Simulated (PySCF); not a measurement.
Compound: C3HF3N3 (charge -1).
SMILES with atom numbers: `[F:1][C:2]([F:3])([F:4])[c:5]1[cH:6][n-:7][n:8][n:9]1`

Geometry (GFN2-xTB, Å), atoms numbered from 1 in this order:
```
atom  x, y, z in Å
F1    -1.9087   -0.8003   -1.1142
C2    -1.3503   -0.2050   -0.0232
F3    -1.9353   -0.8372    1.0327
F4    -1.8905    1.0435   -0.0083
C5     0.1120   -0.1925   -0.0046
C6     0.9896    0.8925    0.0278
N7     2.2255    0.3922    0.0333
N8     2.1172   -0.9230    0.0058
N9     0.8722   -1.3116   -0.0174
H10    0.7772    1.9460    0.0456
```

NICS is the negative of the GIAO shielding at a point without a nucleus: at the ring centre (0) and 1 Å above and below it (1); zz is the component along the ring normal. Level: GIAO PBE0/pcSseg-1 (PySCF, non-relativistic, gas phase) on the GFN2-xTB geometry, one conformer.

Ring bond lengths (Å), with Mayer bond orders in brackets: C5–C6 1.396 (1.32), C6–N7 1.333 (1.47), N7–N8 1.320 (1.34), N8–N9 1.304 (1.41), N9–C5 1.353 (1.37).

Problem. What do the NICS probes read (ppm)?

Solution. 
| ring | type | NICS(0) | NICS(1), two faces | NICS(1)zz, two faces | rms pucker (Å) | centre to ring atoms, mean (Å) |
| --- | --- | --- | --- | --- | --- | --- |
| C5–C6–N7–N8–N9 | 5-membered ring with 3 N; formal bonds all aromatic | -12.7 | -14.5 / -14.5 | -37.1 / -37.0 | 0.00 | 1.14 |

Problem. What can be read from them?

Solution. 
- C5–C6–N7–N8–N9: mean NICS(1)zz -37.1 ppm, shielded, aromatic by this magnetic criterion (flat ring, no four-coordinate atom).

Problem. How equal are the bonds by HOMA? HOMA = 1 − mean of α(R − Ropt)² over the ring bonds, with Krygowski's 1993 parameters (CC: Ropt 1.388 Å, α 257.7 Å⁻²; CN: Ropt 1.334 Å, α 93.52 Å⁻²; NN: Ropt 1.309 Å, α 130.33 Å⁻²).

Solution. 
- C5–C6–N7–N8–N9: HOMA 0.99; the largest term is that of N9–C5, α(R − Ropt)² = 0.03. The geometric and the magnetic index point the same way.

Problem. Give the inner angles of the rings and the Hirshfeld charges of the ring atoms.

Solution. 
- C5–C6–N7–N8–N9: C5 106.8° (-0.100 e), C6 106.9° (-0.105 e), N7 107.3° (-0.239 e), N8 112.1° (-0.177 e), N9 106.8° (-0.228 e); sum 540.0° against 540° for a flat convex ring.

Problem. How shielded are the nuclei of the rings and their hydrogens (means over atoms taken as equivalent)?

Solution. 
```json
{"atoms": "C5", "environment": "substituted aromatic carbon", "σ isotropic (ppm)": "49.7"}
{"atoms": "C6", "environment": "aromatic CH next to a ring nitrogen", "σ isotropic (ppm)": "52.8"}
{"atoms": "N7", "environment": "two-coordinate ring nitrogen", "σ isotropic (ppm)": "-104.7"}
{"atoms": "N8", "environment": "ring nitrogen", "σ isotropic (ppm)": "-164.7"}
{"atoms": "N9", "environment": "ring nitrogen", "σ isotropic (ppm)": "-112.2"}
{"atoms": "H10", "environment": "aromatic hydrogen", "σ isotropic (ppm)": "24.19"}
```

Time: 16 s; peak memory 0.71 GiB. Hardware: one thread of an Arm Neoverse V1 (shared host). This is the whole shielding run at PBE0/pcSseg-1, SCF included.
